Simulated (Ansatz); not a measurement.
Ansatz (an electronic-structure program) input (PBE0/6-31G*):

Ansatz 0.2 input:
```yaml
crystal:
  periodic: [false, false, false]
  atoms:
    - {symbol: C, position_ang: [1.18568515, -0.00032916, -0.46617828]}
    - {symbol: C, position_ang: [0.18032070, -0.08185939, 0.39341782]}
    - {symbol: O, position_ang: [-1.18095614, 0.08485778, -0.01543692]}
    - {symbol: H, position_ang: [2.14850649, -0.15859626, 0.05200681]}
    - {symbol: H, position_ang: [0.15785057, -0.27079231, 1.47459053]}
    - {symbol: H, position_ang: [-1.05474301, 0.24365758, -0.96653919]}
basis:
  gaussian:
    orbitals: 6-31G*
hamiltonian:
  xc: {name: PBE0}
total_charge: -1
```

End of the output:

```
integrals: 0.01 GiB planned
511 factors; integrals over basis functions are off by at most 7.6e-4 eV
mean field: 0.12 GiB planned
mean field evaluation 1: about -4158.1697 eV, gradient 3.7e1 eV
mean field evaluation 2: about -4147.8113 eV, gradient 7.0e1 eV
mean field evaluation 4: about -4161.8914 eV, gradient 3.8e0 eV
mean field evaluation 8: about -4161.9185 eV, gradient 2.8e-1 eV
mean field evaluation 16: about -4161.9186 eV, gradient 2.9e-5 eV
mean field -4161.91864365 eV, -152.9476891044 hartree, gradient 2.9e-5 eV, S^2 0.000000; 0 other end points of the search recorded, 0 dependent functions left out
reference -4161.91865845 eV, -152.9476896484 hartree; 12, 12 occupied and 39, 39 virtual orbitals, 511 factors
Total energy: -4161.91865845 eV, -152.9476896484 hartree
```

It need not be the lowest isomer of its formula. Whether it binds its extra electron was not tested at this geometry.
